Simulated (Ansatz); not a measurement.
Consider the cleavage of the Si–Al bond: `CO[SiH2][AlH2]` + H₂Se → `CO[SiH2][SeH]` + `[AlH3]`.

Program: Ansatz. Geometries: PBE0-D4/def2-TZVP. ΔE: electronic, gas phase. CCSD(T)/CBS is the MP2 limit (def2-TZVPP, def2-QZVPP) plus CCSD(T) − MP2 in def2-TZVPP, frozen cores. This one scheme is used for every species. Functionals use def2-TZVPP. For Se outer-core shells are correlated without core-valence functions, which leaves a few kJ/mol of doubt a bond. Scalar relativity is left out up to krypton. One conformer a species, not always the lowest.

`CO[SiH2][AlH2]`:

Z-matrix (Å, degrees):
```
C
O 1 1.409
H 1 1.092 2 108.4
H 1 1.097 2 111.4 3 -119.4
H 1 1.097 2 111.4 3 119.4
Si 2 1.654 1 121.6 3 -179.6
Al 6 2.459 2 108.9 1 179.9
H 6 1.500 2 109.6 1 -57.1
H 6 1.500 2 109.5 1 56.9
H 7 1.588 6 122.1 2 -0.1
H 7 1.591 6 118.8 2 180.0
```

H₂Se:

```xyz
3

Se   -0.069    0.656    0.182
H     0.535   -0.034   -0.963
H    -0.466   -0.622    0.781
```

`CO[SiH2][SeH]`:

```xyz
10

C     0.266   -1.661    0.239
O     0.558   -0.290    0.406
Si   -0.515    0.889    0.027
Se    0.492    2.911    0.138
H    -0.477   -2.001    0.968
H    -0.108   -1.874   -0.769
H     1.187   -2.225    0.393
H    -1.056    0.632   -1.334
H    -1.630    0.958    1.008
H     1.283    2.661   -1.074
```

`[AlH3]`:

Z-matrix (Å, degrees):
```
Al
H 1 1.586
H 1 1.586 2 120.0
H 1 1.586 2 120.0 3 -179.9
```

```
             level  ΔE (kJ/mol)  difference from CCSD(T)/CBS
         r2SCAN-D4        -68.3                          3.3
          BHLYP-D4        -72.5                         -0.9
           ωB97X-V        -67.7                          3.9
            revPBE        -55.7                         15.9
              PBE0        -61.4                         10.2
      MP2/def2-SVP        -73.4                         -1.8
     CCSD/def2-SVP        -61.8                          9.8
    MP2/def2-TZVPP        -79.5                         -7.9
     HF/def2-QZVPP        -75.4                         -3.8
SCS-MP2/def2-QZVPP        -78.5                         -6.9
       CCSD(T)/CBS        -71.6                            0
```

Largest T1 diagnostic among the species: 0.012.

At CCSD(T), def2-SVP lies +9.7 kJ/mol from the extrapolated value and def2-TZVPP +4.5 kJ/mol. From BLYP to BHLYP (50 % exact exchange), in def2-TZVPP and without D4, ΔE moves by −9.7 kJ/mol.
